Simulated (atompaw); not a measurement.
**Before and after: PAW (atompaw) potential for tin**

tin (Sn), PAW, made with atompaw 4.2.0.5 (LDA (PW92), scalar-relativistic). Core [Kr], reference 4d10 5s2 5p2. Waves: 5s (bound): rc 2.35 bohr; 5s channel at 1.8 Ry: rc 2.35 bohr; 5p (bound): rc 2.10 bohr; 5p channel at 1.2 Ry: rc 2.35 bohr; 4d (bound): rc 1.35 bohr; 4d channel at 2.1 Ry: rc 2.35 bohr. Local part: bessel scheme, radius 1.65 bohr. Core correction: smooth core density matched at 1.80 bohr. Augmentation charge: sinc compensation charge, radius 1.85 bohr; PAW radius 2.35 bohr; waves and projectors: custom rrkj vanderbiltortho.

All-electron outer shells of the reference configuration (LDA (PW92), scalar-relativistic, ld1.x):

| shell | level (eV) | outermost node (bohr) | outermost maximum (bohr) |
| --- | --- | --- | --- |
| 4s | -133.66 | 0.40 | 0.74 |
| 4p | -89.56 | 0.41 | 0.79 |
| 4d | -25.90 | 0.39 | 0.88 |
| 5s | -10.81 | 0.98 | 2.01 |
| 5p | -3.87 | 1.09 | 2.55 |

Change: all radii scaled by about 1.22 (s 2.88, p 2.56, d 1.66 bohr); local potential bessel scheme, radius 2.02 bohr; augmentation sinc compensation charge, radius 2.26 bohr; PAW radius 2.88 bohr; waves and projectors: custom rrkj vanderbiltortho; core correction smooth core density matched at 2.20 bohr.

Cutoffs: the cutoffs (Ry, on a coarse ladder) from which the occupation-weighted sum of valence levels, in a spherical-Bessel basis at the reference potential, stays within 10 and 1 mRy of its value at 400 Ry; they do not see the model core or the augmentation charge, which bear on the density cutoff.

What does the change do?

The potential gets softer (80 Ry and 140 Ry → 50 Ry and 80 Ry); neither file shows a bound ghost. A larger radius leaves more room for a smooth pseudo-wave, so fewer plane waves are needed.

| quantity | base | changed |
| --- | --- | --- |
| cutoff, loose | 80 Ry | 50 Ry |
| cutoff, tight | 140 Ry | 80 Ry |
| loose cutoff by channel (10 mRy a level) | s 6 Ry, p 6 Ry, d 50 Ry | s 6 Ry, p 6 Ry, d 35 Ry |
| bound ghosts | none | none |
| lowest overlap eigenvalue by channel | s 0.46, p 0.25, d 0.56 | s 0.55, p 0.31, d 0.62 |

 The cutoffs see the waves, projectors and local potential, not the compensation charge or the core.
